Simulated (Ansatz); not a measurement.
Program: Ansatz 0.2.0.

`CC1=CC(C)=[O+][B-](C)(F)O1` at its PBE0-D4/def2-TZVP geometry, where that method's forces vanish. Charge 0, multiplicity 1.

```csv
atom,x (Å),y (Å),z (Å)
C1,-0.8548,-1.6306,-2.1664
C2,-0.3337,-0.8021,-1.0480
C3,0.3368,0.3958,-1.2608
C4,0.6392,1.1908,-0.1625
C5,1.1923,2.5630,-0.3030
O6,0.4260,0.8020,1.0351
B7,0.1274,-0.6640,1.3542
C8,-0.7991,-0.7790,2.6310
F9,1.3538,-1.2961,1.4296
O10,-0.5735,-1.2457,0.1253
H11,-0.3513,-2.6007,-2.1508
H12,-0.7000,-1.1564,-3.1337
H13,-1.9192,-1.8194,-2.0114
H14,0.5162,0.7535,-2.2629
H15,1.2666,2.8697,-1.3446
H16,2.1831,2.5928,0.1578
H17,0.5619,3.2652,0.2468
H18,-1.0192,-1.8265,2.8533
H19,-1.7518,-0.2574,2.5040
H20,-0.3008,-0.3549,3.5069
```

Q: For each bond, give half the difference of the two atoms' forces along it (eV/Å; positive pushes the atoms apart) under PBE-D4, r2SCAN-D4, B3LYP-D4, ωB97M-V in def2-TZVPP. (An estimate is asked.)

A: The calculation gave: 
```json
{"bond": "C1–C2", "length (Å)": "1.486", "PBE-D4": "-0.20", "r2SCAN-D4": "-0.07", "B3LYP-D4": "0.04", "ωB97M-V": "0.17"}
{"bond": "C1–H12", "length (Å)": "1.088", "PBE-D4": "0.10", "r2SCAN-D4": "-0.04", "B3LYP-D4": "-0.06", "ωB97M-V": "-0.07"}
{"bond": "C2–C3", "length (Å)": "1.389", "PBE-D4": "-0.04", "r2SCAN-D4": "-0.02", "B3LYP-D4": "-0.02", "ωB97M-V": "-0.02"}
{"bond": "C3–H14", "length (Å)": "1.079", "PBE-D4": "0.04", "r2SCAN-D4": "-0.06", "B3LYP-D4": "-0.11", "ωB97M-V": "-0.12"}
{"bond": "C4–C5", "length (Å)": "1.486", "PBE-D4": "-0.20", "r2SCAN-D4": "-0.07", "B3LYP-D4": "0.04", "ωB97M-V": "0.17"}
{"bond": "C4–O6", "length (Å)": "1.277", "PBE-D4": "0.69", "r2SCAN-D4": "0.37", "B3LYP-D4": "0.24", "ωB97M-V": "0.07"}
{"bond": "C5–H15", "length (Å)": "1.088", "PBE-D4": "0.10", "r2SCAN-D4": "-0.04", "B3LYP-D4": "-0.06", "ωB97M-V": "-0.07"}
{"bond": "C5–H16", "length (Å)": "1.093", "PBE-D4": "0.11", "r2SCAN-D4": "-0.02", "B3LYP-D4": "-0.06", "ωB97M-V": "-0.10"}
{"bond": "O6–B7", "length (Å)": "1.530", "PBE-D4": "-0.04", "r2SCAN-D4": "0.00", "B3LYP-D4": "0.01", "ωB97M-V": "0.06"}
{"bond": "B7–C8", "length (Å)": "1.582", "PBE-D4": "-0.16", "r2SCAN-D4": "-0.09", "B3LYP-D4": "-0.07", "ωB97M-V": "-0.06"}
{"bond": "B7–F9", "length (Å)": "1.382", "PBE-D4": "0.39", "r2SCAN-D4": "0.08", "B3LYP-D4": "0.18", "ωB97M-V": "0.18"}
{"bond": "C8–H18", "length (Å)": "1.093", "PBE-D4": "0.12", "r2SCAN-D4": "-0.01", "B3LYP-D4": "-0.04", "ωB97M-V": "-0.05"}
{"bond": "C8–H19", "length (Å)": "1.094", "PBE-D4": "0.11", "r2SCAN-D4": "-0.01", "B3LYP-D4": "-0.03", "ωB97M-V": "-0.04"}
{"bond": "C8–H20", "length (Å)": "1.093", "PBE-D4": "0.12", "r2SCAN-D4": "-0.01", "B3LYP-D4": "-0.04", "ωB97M-V": "-0.05"}
```

B3LYP here is the variant with VWN-RPA as its local correlation; programs differ in this.
